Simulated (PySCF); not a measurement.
## `C=C=C1CCC[C@H]1CF`: 4 charge schemes on one density

C₈H₁₁F.
Cartesian coordinates in Å at the GFN2-xTB level; atoms count from 1:
```xyz
20
C8H11F angstrom
C      2.3892   -2.1694    0.1809
C      1.5556   -1.1786    0.1408
C      0.7217   -0.1859    0.1130
C      1.0130    1.1967   -0.4239
C     -0.3595    1.8659   -0.5085
C     -1.1516    1.2223    0.6286
C     -0.7056   -0.2439    0.6212
C     -1.5547   -1.0976   -0.3202
F     -2.8298   -1.2400    0.1759
H      2.4719   -2.8798   -0.6271
H      3.0442   -2.3273    1.0238
H      1.6567    1.7305    0.2804
H      1.5270    1.1597   -1.3845
H     -0.8275    1.6422   -1.4685
H     -0.2998    2.9485   -0.4070
H     -2.2289    1.3186    0.5020
H     -0.8753    1.6819    1.5788
H     -0.7617   -0.6916    1.6176
H     -1.6529   -0.6366   -1.3076
H     -1.1371   -2.1049   -0.4188
```

Density: PBE0/pcSseg-1 (PySCF); schemes: Mulliken, IAO, Hirshfeld and ESP-fitted. Geometry: GFN2-xTB, one conformer, isolated molecule.

At which atom do the 4 schemes differ most?

At C7: from -0.292 (Mulliken) to +0.135 e (ESP-fitted), 0.427 e apart.

For which atoms does the sign change between the 4 schemes (beyond +0.03 e in one, beyond −0.03 e in another)?

C7. Atomic charges aren't observables, and each scheme defines them in its own way.

Which atoms carry the highest charge in the Mulliken, IAO, Hirshfeld and ESP-fitted schemes?

The schemes don't all agree: Mulliken C8 (+0.267); IAO H11 (+0.168); Hirshfeld H10 and H11 (+0.054); ESP-fitted H11 (+0.201).

Give the atomic charges in each scheme.

In e:

```tsv
atom	environment	Mulliken	IAO	Hirshfeld	ESP-fitted
C1	outer carbon of cumulated double bonds	-0.144	-0.366	-0.119	-0.467
C2	central carbon of cumulated double bonds	-0.008	+0.005	-0.009	-0.011
C3	outer carbon of cumulated double bonds	-0.405	-0.053	-0.008	-0.050
C4	ring CH2 carbon	-0.088	-0.262	-0.067	-0.216
C5	ring CH2 carbon	-0.219	-0.260	-0.068	-0.001
C6	ring CH2 carbon	-0.152	-0.265	-0.071	-0.197
C7	sp3 CH carbon	-0.292	-0.124	-0.031	+0.135
C8	sp3 C–F carbon	+0.267	+0.049	+0.022	+0.070
F9	alkyl fluorine	-0.345	-0.333	-0.124	-0.256
H10	hydrogen on C1	+0.143	+0.167	+0.054	+0.199
H11	hydrogen on C1	+0.145	+0.168	+0.054	+0.201
H12	methylene hydrogen	+0.137	+0.147	+0.042	+0.111
H13	methylene hydrogen	+0.131	+0.150	+0.043	+0.093
H14	methylene hydrogen	+0.123	+0.130	+0.037	+0.036
H15	methylene hydrogen	+0.120	+0.142	+0.043	+0.033
H16	methylene hydrogen	+0.126	+0.145	+0.040	+0.071
H17	methylene hydrogen	+0.125	+0.136	+0.040	+0.074
H18	methine hydrogen	+0.130	+0.151	+0.042	+0.035
H19	methylene hydrogen	+0.089	+0.131	+0.039	+0.078
H20	methylene hydrogen	+0.117	+0.142	+0.039	+0.060
```

Mean size of the charges over all atoms: IAO 0.166 e, Mulliken 0.165 e, ESP-fitted 0.120 e, Hirshfeld 0.050 e. Each set sums to the total charge, 0, to within 0.001 e. The Mulliken scheme counts on each atom the diagonal of the density matrix times the overlap matrix over that atom's basis functions. The IAO scheme projects the occupied orbitals on a minimal set of polarised atomic orbitals and counts the electrons in each atom's part of it.

Sum the charges by element, for elements with more than one atom.

```tsv
element	atoms	Mulliken	IAO	Hirshfeld	ESP-fitted
C	8	-1.041	-1.276	-0.351	-0.736
H	11	+1.386	+1.610	+0.475	+0.991
```

How many electrons does the Hirshfeld scheme count on C6?

Z − q = 6 − (-0.071) = 6.071.

How closely do the schemes follow one another over all atoms?

Correlation coefficient and root-mean-square difference: IAO with Hirshfeld 0.99, 0.132 e; Hirshfeld with ESP-fitted 0.86, 0.115 e; IAO with ESP-fitted 0.83, 0.104 e; Mulliken with IAO 0.79, 0.122 e; Mulliken with Hirshfeld 0.78, 0.149 e; Mulliken with ESP-fitted 0.55, 0.168 e.

The run behind these numbers computed NMR shieldings as well. On one thread, Arm Neoverse V2 (aarch64), on a shared host, this took 36 s wall and 0.86 GiB of memory at its peak.
